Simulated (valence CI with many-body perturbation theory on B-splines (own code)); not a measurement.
# In³⁶⁺: electric-dipole lines

Computed by configuration interaction combined with many-body perturbation theory (CI+MBPT): three valence electrons over a frozen Dirac-Fock core [Ne], a basis of 11 s, 11 p, 10 d, 8 f, 5 g, 2 h functions for each j, with the one-electron correlation potential Σ1, the two-electron term Σ2, the three-electron term Σ3, Breit, model QED; selected CI, second order for the rest, scaled by the run's own slope (own B-spline code, finite nucleus).

The last digits are not significant, and no measured levels were compared; by estimate large intervals hold to a few tenths of a per cent, small ones and those within an open d or f shell to about a per cent.

Lines 101 to 150 of 573 in falling wavelength, among levels below 1172.5 eV, chosen from the strongest by gf and those to the six lowest levels. Wavelengths and rates use the calculated energies. Electric multipoles are in the length gauge, E1 and E2 with the static RPA response of the core. Weak lines are less certain than strong ones. Lines between different terms over intervals too small for the method are left out, as are lines whose strength nearly cancels. The highest levels of a list are the least certain.

Levels are named by their leading jj configuration (3d3/2^4 stands for four electrons in 3d with j = 3/2), which in mixed levels can hold well under half, so a name can repeat and another be missing. Letters in brackets count levels of one name in rising energy.

| λ vac (nm) | Upper | Lower | A (s⁻¹) | S (a.u.) with core polarisation | S without |
| --- | --- | --- | --- | --- | --- |
| 9.552 | (3d3/2 3d5/2^2) J=7/2 [a] | (3p3/2 3d3/2 3d5/2) J=7/2 [c] | 1.38e+10 | 4.76e-02 | 4.86e-02 |
| 9.534 | (3p3/2 3d5/2^2) J=7/2 | (3p3/2^2 3d5/2) J=5/2 [b] | 1.62e+11 | 5.53e-01 | 5.64e-01 |
| 9.521 | (3d3/2 3d5/2^2) J=9/2 | (3p3/2 3d3/2 3d5/2) J=7/2 [c] | 4.23e+10 | 1.80e-01 | 1.84e-01 |
| 9.499 | (3d3/2^2 3d5/2) J=9/2 | (3p3/2 3d3/2 3d5/2) J=7/2 [b] | 1.54e+10 | 6.53e-02 | 6.66e-02 |
| 9.435 | (3p3/2 3d3/2 3d5/2) J=7/2 [c] | (3p3/2^2 3d3/2) J=5/2 | 6.01e+10 | 1.99e-01 | 2.03e-01 |
| 9.433 | (3d3/2 3d5/2^2) J=3/2 [a] | (3p3/2 3d3/2 3d5/2) J=3/2 [c] | 2.30e+10 | 3.82e-02 | 3.89e-02 |
| 9.429 | (3d5/2^3) J=9/2 | (3p3/2 3d3/2 3d5/2) J=9/2 [b] | 9.45e+09 | 3.91e-02 | 3.99e-02 |
| 9.415 | (3s 3p1/2 3d5/2) J=5/2 [b] | (3s 3p1/2 3p3/2) J=3/2 [b] | 6.71e+08 | 1.66e-03 | 1.68e-03 |
| 9.393 | (3d3/2 3d5/2^2) J=5/2 [b] | (3p3/2 3d3/2 3d5/2) J=5/2 [c] | 6.19e+10 | 1.52e-01 | 1.55e-01 |
| 9.364 | (3s 3p1/2 3d3/2) J=5/2 | (3s 3p1/2 3p3/2) J=3/2 [a] | 4.80e+08 | 1.17e-03 | 1.19e-03 |
| 9.354 | (3p3/2 3d3/2 3d5/2) J=1/2 [b] | (3s 3d5/2^2) J=1/2 | 6.43e+10 | 5.19e-02 | 5.30e-02 |
| 9.349 | (3p3/2^2 3d5/2) J=7/2 | (3s 3p3/2 3d5/2) J=5/2 [a] | 1.48e+10 | 4.79e-02 | 4.90e-02 |
| 9.284 | (3d3/2 3d5/2^2) J=7/2 [b] | (3p3/2 3d3/2 3d5/2) J=9/2 [b] | 1.84e+10 | 5.80e-02 | 5.92e-02 |
| 9.268 | (3s 3d3/2 3d5/2) J=7/2 [b] | (3s 3p3/2 3d5/2) J=7/2 [a] | 5.76e+10 | 1.81e-01 | 1.85e-01 |
| 9.263 | (3p3/2 3d5/2^2) J=5/2 [a] | (3p3/2^2 3d5/2) J=3/2 [a] | 1.68e+10 | 3.96e-02 | 4.05e-02 |
| 9.256 | (3p1/2 3d5/2^2) J=9/2 | (3p1/2 3p3/2 3d5/2) J=7/2 [b] | 4.34e+10 | 1.70e-01 | 1.73e-01 |
| 9.255 | (3p3/2 3d5/2^2) J=11/2 | (3s 3d3/2 3d5/2) J=9/2 [a] | 8.32e+10 | 3.91e-01 | 3.99e-01 |
| 9.200 | (3p3/2 3d3/2 3d5/2) J=3/2 [d] | (3s 3d3/2 3d5/2) J=1/2 [b] | 1.17e+11 | 1.79e-01 | 1.83e-01 |
| 9.166 | (3p1/2 3d5/2^2) J=7/2 | (3p1/2 3p3/2 3d5/2) J=5/2 [b] | 1.99e+10 | 6.05e-02 | 6.17e-02 |
| 9.165 | (3p1/2 3p3/2 3d5/2) J=7/2 [b] | (3p1/2 3p3/2^2) J=5/2 | 7.91e+10 | 2.40e-01 | 2.45e-01 |
| 9.162 | (3p3/2 3d3/2 3d5/2) J=5/2 [d] | (3p3/2^2 3d3/2) J=3/2 [b] | 1.07e+11 | 2.43e-01 | 2.48e-01 |
| 9.140 | (3s 3p3/2 3d3/2) J=7/2 | (3s 3p3/2^2) J=5/2 | 1.30e+10 | 3.91e-02 | 3.99e-02 |
| 9.134 | (3s 3d5/2^2) J=3/2 | (3s 3p3/2 3d3/2) J=1/2 [b] | 4.59e+10 | 6.91e-02 | 7.06e-02 |
| 9.131 | (3p1/2 3p3/2 3d5/2) J=7/2 [a] | (3s 3p1/2 3d5/2) J=5/2 [b] | 1.94e+10 | 5.83e-02 | 5.96e-02 |
| 9.130 | (3d3/2 3d5/2^2) J=7/2 [b] | (3p3/2 3d3/2 3d5/2) J=5/2 [c] | 2.89e+10 | 8.68e-02 | 8.86e-02 |
| 9.126 | (3d3/2 3d5/2^2) J=3/2 [b] | (3p3/2 3d3/2 3d5/2) J=1/2 [b] | 6.95e+10 | 1.04e-01 | 1.06e-01 |
| 9.117 | (3s 3p1/2 3d5/2) J=5/2 [a] | (3s 3p1/2 3p3/2) J=5/2 | 4.63e+08 | 1.04e-03 | 1.06e-03 |
| 9.110 | (3p1/2 3p3/2 3d5/2) J=5/2 [c] | (3p1/2 3p3/2^2) J=3/2 [b] | 1.22e+11 | 2.73e-01 | 2.79e-01 |
| 9.106 | (3p3/2 3d3/2 3d5/2) J=7/2 [c] | (3s 3d5/2^2) J=5/2 | 3.53e+10 | 1.05e-01 | 1.08e-01 |
| 9.096 | (3s^2 3d3/2) J=3/2 | (3s^2 3p3/2) J=3/2 | 2.42e+09 | 3.60e-03 | 3.69e-03 |
| 9.068 | (3p1/2 3d3/2 3d5/2) J=7/2 [b] | (3p1/2 3p3/2 3d5/2) J=7/2 [b] | 1.45e+10 | 4.26e-02 | 4.35e-02 |
| 9.066 | (3p3/2^2 3d5/2) J=5/2 [a] | (3s 3p3/2 3d5/2) J=3/2 [b] | 8.12e+10 | 1.79e-01 | 1.83e-01 |
| 9.065 | (3d3/2 3d5/2^2) J=5/2 [b] | (3p3/2 3d3/2 3d5/2) J=3/2 [c] | 4.38e+10 | 9.66e-02 | 9.85e-02 |
| 9.048 | (3p3/2 3d3/2 3d5/2) J=3/2 [d] | (3p3/2^2 3d3/2) J=3/2 [b] | 3.02e+10 | 4.42e-02 | 4.51e-02 |
| 9.041 | (3p1/2 3d3/2 3d5/2) J=5/2 [b] | (3p1/2 3p3/2 3d3/2) J=3/2 [b] | 1.73e+10 | 3.79e-02 | 3.87e-02 |
| 9.038 | (3d3/2 3d5/2^2) J=7/2 [a] | (3p3/2 3d3/2 3d5/2) J=5/2 [b] | 3.46e+10 | 1.01e-01 | 1.03e-01 |
| 9.035 | (3p3/2 3d3/2 3d5/2) J=7/2 [d] | (3p3/2^2 3d3/2) J=5/2 | 7.88e+10 | 2.29e-01 | 2.34e-01 |
| 9.034 | (3d5/2^3) J=9/2 | (3p3/2 3d3/2 3d5/2) J=7/2 [d] | 7.90e+09 | 2.87e-02 | 2.93e-02 |
| 9.032 | (3p3/2 3d3/2 3d5/2) J=5/2 [a] | (3s 3d3/2 3d5/2) J=3/2 | 4.55e+10 | 9.92e-02 | 1.01e-01 |
| 9.023 | (3d3/2 3d5/2^2) J=11/2 | (3p3/2 3d3/2 3d5/2) J=11/2 | 3.96e+10 | 1.72e-01 | 1.76e-01 |
| 9.022 | (3d3/2 3d5/2^2) J=5/2 [a] | (3p3/2 3d3/2 3d5/2) J=3/2 [b] | 5.54e+10 | 1.20e-01 | 1.23e-01 |
| 9.017 | (3p1/2 3d5/2^2) J=5/2 | (3p1/2 3p3/2 3d5/2) J=7/2 [b] | 1.84e+10 | 3.99e-02 | 4.07e-02 |
| 8.978 | (3p3/2 3d3/2^2) J=7/2 | (3s 3d3/2 3d5/2) J=9/2 [a] | 1.93e+10 | 5.50e-02 | 5.62e-02 |
| 8.963 | (3d3/2 3d5/2^2) J=11/2 | (3p3/2 3d5/2^2) J=9/2 | 6.61e+09 | 2.82e-02 | 2.88e-02 |
| 8.955 | (3p3/2 3d5/2^2) J=3/2 [b] | (3p3/2^2 3d5/2) J=3/2 [b] | 1.80e+11 | 2.56e-01 | 2.61e-01 |
| 8.946 | (3p3/2 3d3/2 3d5/2) J=3/2 [c] | (3s 3d5/2^2) J=3/2 | 4.45e+10 | 6.29e-02 | 6.43e-02 |
| 8.944 | (3d3/2^2 3d5/2) J=5/2 | (3p3/2 3d3/2^2) J=3/2 | 3.55e+10 | 7.53e-02 | 7.68e-02 |
| 8.938 | (3d5/2^3) J=5/2 | (3p3/2 3d5/2^2) J=5/2 [b] | 7.14e+10 | 1.51e-01 | 1.54e-01 |
| 8.936 | (3d3/2^2 3d5/2) J=9/2 | (3p3/2 3d3/2^2) J=7/2 | 5.80e+10 | 2.04e-01 | 2.08e-01 |
| 8.927 | (3s 3p1/2 3d3/2) J=3/2 [b] | (3s 3p1/2 3p3/2) J=5/2 | 2.77e+08 | 3.89e-04 | 3.95e-04 |
